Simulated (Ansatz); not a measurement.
Wavefunction ladder for C3H7AlO, SMILES `C[C]1(C)[O][AlH]1`

```xyz
12

C    -0.662   -0.656    1.080
C    -0.047    0.137   -0.042
C     1.135   -0.560   -0.657
O    -1.061    0.501   -1.070
Al   -0.482    1.958   -0.390
H     0.057   -0.801    1.891
H    -0.964   -1.647    0.713
H    -1.549   -0.172    1.494
H     1.929   -0.701    0.081
H     1.551   -0.007   -1.502
H     0.834   -1.551   -1.024
H    -0.742    3.498   -0.576
```

The species carries charge 0 and has multiplicity 1. Geometry: relaxed with PBE0-D4/def2-TZVP. Frozen core, restricted reference, Ansatz. CBS rows extrapolate triple and quadruple zeta; past MP2 they add the triple-zeta difference.

```
     basis     HF (Eh)  MP2 corr.  CCSD corr.       (T)  CCSD(T) total
  def2-SVP  -434.19598   -0.67787    -0.72512  -0.02334     -434.94444
def2-TZVPP           ?          ?    -0.87234  -0.03703              ?
def2-QZVPP  -434.52305          ?           –         –              –
 CBS(def2)  -434.52533   -0.93622           ?     as TZ              ?
```

Q: Fill in the withheld values. (Estimate.)

A: Computed: def2-TZVPP HF (Eh): -434.50650; def2-TZVPP MP2 corr.: -0.83641; def2-TZVPP CCSD(T) total: -435.41587; def2-QZVPP MP2 corr.: -0.89375; CBS(def2) CCSD corr.: -0.97215; CBS(def2) CCSD(T) total: -435.53451.
